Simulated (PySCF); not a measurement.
SnF, SMILES [F][Sn+] (connectivity only; charge and spin as stated), charge +1, multiplicity 1. Heavy atoms are numbered as in [Sn+:1][F:2].

The structure is a stationary point at B3LYP-D3(BJ)/def2-TZVP. The spin state was assumed, not searched. The def2 effective core potentials stand for the cores of Sn; spin–orbit coupling is left out.

Method: PBE0/def2-TZVPD (PySCF).

Mulliken values depend strongly on the basis, most of all with diffuse functions as here. ESP charges are fitted to the potential on shells at 1.4 to 2.0 van der Waals radii. Atomic charges (e), one atom of each kind:

| atom | Mulliken | ESP fit |
|---|---|---|
| Sn1 | 1.41 | 1.27 |
| F2 | -0.41 | -0.27 |
